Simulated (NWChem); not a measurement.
All runs are NWChem calculations. System: H$_{3}$Al, charge 0, spin multiplicity 1, at a geometry optimised with PBE/def2-SVP. The structure started from a generated list of species. Level: CIS/aug-cc-pVDZ.

Job file:

```
start mol
memory heap 200 mb stack 900 mb global 1100 mb
geometry units angstroms nocenter noautoz
  Al     0.000000     0.000000    -0.000001
  H      0.000000     0.000000     1.600821
  H      1.386349     0.000000    -0.800404
  H     -1.386349     0.000000    -0.800404
  symmetry group C2v
end
basis spherical
  * library aug-cc-pvdz
end
dft
  xc hfexch
  semidirect memsize 60000000 filesize 0
  iterations 100
end
tddft
  cis
  nroots 5
  notriplet
  thresh 1e-4
end
task tddft energy
```

Part of the output:

```
             Northwest Computational Chemistry Package (NWChem) 7.3.0
             --------------------------------------------------------

                                NWChem Input Module
                                -------------------

 Scaling coordinates for geometry "geometry" by  1.889725989
 (inverse scale =  0.529177249)

 Turning off AUTOSYM since
 SYMMETRY directive was detected!

                             Geometry "geometry" -> ""
                             -------------------------

 Output coordinates in angstroms (scale by  1.889725989 to convert to a.u.)

  No.       Tag          Charge          X              Y              Z
 ---- ---------------- ---------- -------------- -------------- --------------
    1 Al                  13.0000     0.00000000     0.00000000    -0.00000100
    2 H                    1.0000     0.00000000     0.00000000     1.60082100
    3 H                    1.0000     1.38634900     0.00000000    -0.80040400
    4 H                    1.0000    -1.38634900     0.00000000    -0.80040400

 Effective nuclear repulsion energy (a.u.)      13.4646686851

            Nuclear Dipole moment (a.u.)
            ----------------------------
        X                 Y               Z
 ---------------- ---------------- ----------------
     0.0000000000     0.0000000000     0.0000000000

      Symmetry information
      --------------------

 Group name             C2v
 Group number             16
 Group order               4
 No. of unique centers     3

      Symmetry unique atoms

     1    2    3


 Summary of "ao basis" -> "" (spherical)
 ------------------------------------------------------------------------------
       Tag                 Description            Shells   Functions and Types
 ---------------- ------------------------------  ------  ---------------------
 *                        aug-cc-pvdz                 on all atoms

  xc_inp: hfexch multiplicative factor not found.

                                 NWChem DFT Module
                                 -----------------

 Summary of "ao basis" -> "ao basis" (spherical)
 ------------------------------------------------------------------------------
       Tag                 Description            Shells   Functions and Types
 ---------------- ------------------------------  ------  ---------------------
 Al                       aug-cc-pvdz               11       27   5s4p2d
 H                        aug-cc-pvdz                5        9   3s2p

 Summary of "ao basis" -> "ao basis" (spherical)
 ------------------------------------------------------------------------------
       Tag                 Description            Shells   Functions and Types
 ---------------- ------------------------------  ------  ---------------------
 Al                       aug-cc-pvdz               11       27   5s4p2d
 H                        aug-cc-pvdz                5        9   3s2p

      Symmetry analysis of basis
      --------------------------

        a1         25
        a2          4
        b1         15
        b2         10

            General Information
            -------------------
          SCF calculation type: DFT
          Wavefunction type:  closed shell.
          No. of atoms     :     4
          No. of electrons :    16
           Alpha electrons :     8
            Beta electrons :     8
          Charge           :     0
          Spin multiplicity:     1
          Use of symmetry is: off; symmetry adaption is: on
          Maximum number of iterations: 100
          AO basis - number of functions:    54
                     number of shells:    26
          Convergence on energy requested:  1.00D-06
          Convergence on density requested:  1.00D-05
          Convergence on gradient requested:  5.00D-04

              XC Information
              --------------
                     Hartree-Fock (Exact) Exchange  1.000

          Convergence Information
          -----------------------
          Convergence aids based upon iterative change in
          total energy or number of iterations.
          Levelshifting, if invoked, occurs when the
          HOMO/LUMO gap drops below (HL_TOL):  1.00D-02
          DIIS, if invoked, will attempt to extrapolate
          using up to (NFOCK): 10 stored Fock matrices.

                    Damping( 0%)  Levelshifting(0.5)       DIIS
                  --------------- ------------------- ---------------
          dE  on:    start            ASAP                start
          dE off:    2 iters        100 iters           100 iters

      Screening Tolerance Information
      -------------------------------
          Density screening/tol_rho:  1.00D-10
          AO Gaussian exp screening on grid/accAOfunc:  14
          CD Gaussian exp screening on grid/accCDfunc:  20
          XC Gaussian exp screening on grid/accXCfunc:  20
          Schwarz screening/accCoul:  1.00D-08

      Superposition of Atomic Density Guess
      -------------------------------------

 Sum of atomic energies:        -243.37283597

      Non-variational initial energy
      ------------------------------

 Total energy =    -243.351180
 1-e energy   =    -364.659990
 2-e energy   =     107.844141
 HOMO         =      -0.359753
 LUMO         =      -0.359747

      Symmetry analysis of molecular orbitals - initial
      -------------------------------------------------

 !! scf_movecs_sym_adapt:   29 vectors were symmetry contaminated

  Symmetry fudging

 !! scf_movecs_sym_adapt:   26 vectors were symmetry contaminated

  Numbering of irreducible representations:
[...]
          Calculation type : CIS
         Wavefunction type : Restricted singlets
          No. of electrons :      16
           Alpha electrons :       8
            Beta electrons :       8
              No. of roots :       5
          Max subspacesize :    5000
            Max iterations :     100
               Target root :       1
           Target symmetry : none
      Symmetry restriction : off
                 Algorithm : Optimal
        Davidson threshold :  0.10D-03

            Memory Information
            ------------------
          Available GA space size is         144176284 doubles
          Available MA space size is         144176372 doubles
          Length of a trial vector is          368
          Algorithm : Incore multiple tensor contraction
          Estimated peak GA usage is           5647228 doubles
          Estimated peak MA usage is             13000 doubles

    5 smallest eigenvalue differences (eV)
--------------------------------------------------------
  No. Spin  Occ  Vir  Irrep   E(Occ)    E(Vir)   E(Diff)
--------------------------------------------------------
    1    1    8    9 b2       -0.429     0.014    12.054
    2    1    7    9 a2       -0.429     0.014    12.054
    3    1    8   10 a1       -0.429     0.034    12.593
    4    1    8   11 b1       -0.429     0.034    12.593
    5    1    7   10 b1       -0.429     0.034    12.593
--------------------------------------------------------

  Entering Davidson iterations
  Restricted singlet excited states

  Iter   NTrls   NConv    DeltaV     DeltaE      Time
  ----  ------  ------  ---------  ---------  ---------
    1      5       0     0.69E-01   0.10+100        2.1
    2     10       0     0.39E-01   0.48E-01        2.5
    3     15       0     0.46E-01   0.17E-01        2.4
    4     20       0     0.20E-01   0.12E-01        2.4
    5     25       2     0.13E-01   0.12E-02        2.3
    6     28       3     0.43E-02   0.31E-03        2.0
    7     30       3     0.13E-02   0.24E-04        2.0
    8     32       3     0.11E-02   0.62E-05        2.0
    9     34       3     0.77E-03   0.32E-05        2.0
   10     36       3     0.25E-03   0.40E-06        2.0
   11     38       5     0.90E-04   0.26E-07        1.9
  ----  ------  ------  ---------  ---------  ---------
  Convergence criterion met

  Ground state a1       -243.632359275880 a.u.

  ----------------------------------------------------------------------------
  Root   1 singlet b2             0.227598735 a.u.                6.1933 eV
  ----------------------------------------------------------------------------
     Transition Moments    X  0.00000   Y  0.00002   Z  0.00000
     Transition Moments   XX -0.00000  XY  0.00000  XZ -0.00000
     Transition Moments   YY  0.00000  YZ  2.58832  ZZ -0.00000
     Dipole Oscillator Strength                    0.0000000000
     Electric Quadrupole                           0.0000004206
     Magnetic Dipole                               0.0000035263
     Total Oscillator Strength                     0.0000039469

          sigma_e =   2.0448 Angstrom
          sigma_h =   1.6210 Angstrom
         |d_h->e| =   0.4714 Angstrom
            d_exc =   2.5726 Angstrom
            d_CD1 =   0.8951 Angstrom
            d_CD2 =  -1.3615 Angstrom
            d_CD3 =   3.0440 Angstrom
     Pearson C.C. =   0.0623

     Occ.    6  a1  ---  Virt.   20  b2      -0.05398
     Occ.    7  b1  ---  Virt.   19  a2       0.07799
     Occ.    8  a1  ---  Virt.    9  b2      -0.80721
     Occ.    8  a1  ---  Virt.   13  b2      -0.56128
     Occ.    8  a1  ---  Virt.   20  b2      -0.07800
     Occ.    8  a1  ---  Virt.   28  b2       0.11105
  ----------------------------------------------------------------------------
  Root   2 singlet a2             0.227600885 a.u.                6.1933 eV
  ----------------------------------------------------------------------------
     Transition Moments    X -0.00000   Y  0.00000   Z -0.00000
     Transition Moments   XX  0.00000  XY -2.58829  XZ  0.00000
     Transition Moments   YY -0.00000  YZ  0.00000  ZZ -0.00000
     Dipole Oscillator Strength                    0.0000000000
     Electric Quadrupole                           0.0000004206
     Magnetic Dipole                               0.0000035263
     Total Oscillator Strength                     0.0000039469

          sigma_e =   2.0448 Angstrom
          sigma_h =   1.6210 Angstrom
         |d_h->e| =   0.4714 Angstrom
            d_exc =   2.5726 Angstrom
            d_CD1 =   0.8951 Angstrom
            d_CD2 =  -1.3616 Angstrom
            d_CD3 =   3.0440 Angstrom
     Pearson C.C. =   0.0623

     Occ.    6  a1  ---  Virt.   19  a2       0.05398
     Occ.    7  b1  ---  Virt.    9  b2       0.80721
     Occ.    7  b1  ---  Virt.   13  b2       0.56128
     Occ.    7  b1  ---  Virt.   20  b2      -0.07799
     Occ.    7  b1  ---  Virt.   28  b2      -0.11105
     Occ.    8  a1  ---  Virt.   19  a2      -0.07800
  ----------------------------------------------------------------------------
  Root   3 singlet b1             0.320310364 a.u.                8.7161 eV
  ----------------------------------------------------------------------------
     Transition Moments    X  0.00010   Y  0.00000   Z  0.00000
     Transition Moments   XX  0.00000  XY -0.00000  XZ -0.00002
     Transition Moments   YY  0.00000  YZ -0.00000  ZZ  0.00000
     Dipole Oscillator Strength                    0.0000000022
     Electric Quadrupole                           0.0000000000
     Magnetic Dipole                               0.0000104160
     Total Oscillator Strength                     0.0000104182

          sigma_e =   3.0244 Angstrom
          sigma_h =   1.7383 Angstrom
         |d_h->e| =   0.0001 Angstrom
            d_exc =   3.0621 Angstrom
            d_CD1 =   1.2862 Angstrom
            d_CD2 =  -2.3812 Angstrom
            d_CD3 =   3.0622 Angstrom
     Pearson C.C. =   0.2656

     Occ.    6  a1  ---  Virt.   31  b1      -0.07358
     Occ.    7  b1  ---  Virt.   10  a1       0.36086
     Occ.    7  b1  ---  Virt.   16  a1      -0.10025
     Occ.    7  b1  ---  Virt.   17  a1       0.57993
     Occ.    7  b1  ---  Virt.   23  a1       0.08667
     Occ.    7  b1  ---  Virt.   26  a1      -0.09786
     Occ.    7  b1  ---  Virt.   33  a1      -0.05739
     Occ.    8  a1  ---  Virt.   11  b1      -0.36085
     Occ.    8  a1  ---  Virt.   15  b1       0.10027
     Occ.    8  a1  ---  Virt.   18  b1      -0.57994
     Occ.    8  a1  ---  Virt.   24  b1      -0.08666
     Occ.    8  a1  ---  Virt.   27  b1       0.09787
     Occ.    8  a1  ---  Virt.   32  b1       0.05739
  ----------------------------------------------------------------------------
  Root   4 singlet a1             0.322340570 a.u.                8.7713 eV
  ----------------------------------------------------------------------------
     Transition Moments    X -0.00000   Y  0.00000   Z -0.98337
     Transition Moments   XX  2.46141  XY  0.00000  XZ  0.00000
     Transition Moments   YY -0.00001  YZ -0.00000  ZZ -2.46242
     Dipole Oscillator Strength                    0.2078065029
     Electric Quadrupole                           0.0000010810
     Magnetic Dipole                               0.0000000000
     Total Oscillator Strength                     0.2078075839

          sigma_e =   3.6287 Angstrom
          sigma_h =   1.6438 Angstrom
         |d_h->e| =   0.6759 Angstrom
            d_exc =   3.6841 Angstrom
            d_CD1 =   2.6609 Angstrom
            d_CD2 =  -1.9603 Angstrom
            d_CD3 =   4.3600 Angstrom
     Pearson C.C. =   0.2309

     Occ.    6  a1  ---  Virt.   10  a1       0.05890
     Occ.    6  a1  ---  Virt.   16  a1       0.09849
     Occ.    7  b1  ---  Virt.   11  b1      -0.24688
     Occ.    7  b1  ---  Virt.   15  b1      -0.18457
     Occ.    7  b1  ---  Virt.   27  b1      -0.06077
     Occ.    8  a1  ---  Virt.   10  a1       0.24691
     Occ.    8  a1  ---  Virt.   12  a1       0.72120
     Occ.    8  a1  ---  Virt.   14  a1      -0.47512
     Occ.    8  a1  ---  Virt.   16  a1       0.18463
     Occ.    8  a1  ---  Virt.   21  a1       0.05554
     Occ.    8  a1  ---  Virt.   22  a1      -0.12919
     Occ.    8  a1  ---  Virt.   25  a1       0.12225
     Occ.    8  a1  ---  Virt.   26  a1       0.06079
  ----------------------------------------------------------------------------
  Root   5 singlet b1             0.322341755 a.u.                8.7714 eV
  ----------------------------------------------------------------------------
     Transition Moments    X -0.98322   Y -0.00000   Z  0.00000
     Transition Moments   XX -0.00000  XY  0.00000  XZ  2.46189
     Transition Moments   YY  0.00000  YZ -0.00000  ZZ  0.00000
     Dipole Oscillator Strength                    0.2077428621
     Electric Quadrupole                           0.0000010810
     Magnetic Dipole                               0.0000000000
     Total Oscillator Strength                     0.2077439431

          sigma_e =   3.6289 Angstrom
          sigma_h =   1.6438 Angstrom
         |d_h->e| =   0.6759 Angstrom
            d_exc =   3.6842 Angstrom
            d_CD1 =   2.6610 Angstrom
            d_CD2 =  -1.9604 Angstrom
            d_CD3 =   4.3601 Angstrom
     Pearson C.C. =   0.2309

     Occ.    6  a1  ---  Virt.   11  b1       0.05889
     Occ.    6  a1  ---  Virt.   15  b1       0.09849
     Occ.    7  b1  ---  Virt.   10  a1      -0.24699
     Occ.    7  b1  ---  Virt.   12  a1       0.72117
     Occ.    7  b1  ---  Virt.   14  a1      -0.47510
     Occ.    7  b1  ---  Virt.   16  a1      -0.18455
     Occ.    7  b1  ---  Virt.   21  a1       0.05555
     Occ.    7  b1  ---  Virt.   22  a1      -0.12919
     Occ.    7  b1  ---  Virt.   25  a1       0.12225
     Occ.    7  b1  ---  Virt.   26  a1      -0.06077
     Occ.    8  a1  ---  Virt.   11  b1      -0.24700
     Occ.    8  a1  ---  Virt.   15  b1      -0.18456
     Occ.    8  a1  ---  Virt.   27  b1      -0.06076

              Target root =      1
          Target symmetry = none
      Ground state energy =   -243.632359275880
        Excitation energy =      0.227598734602
     Excited state energy =   -243.404760541278

  stored tddft:energy   -243.40476054127825

 Task  times  cpu:       24.6s     wall:       24.6s

 Total times  cpu:       24.6s     wall:       24.6s
```
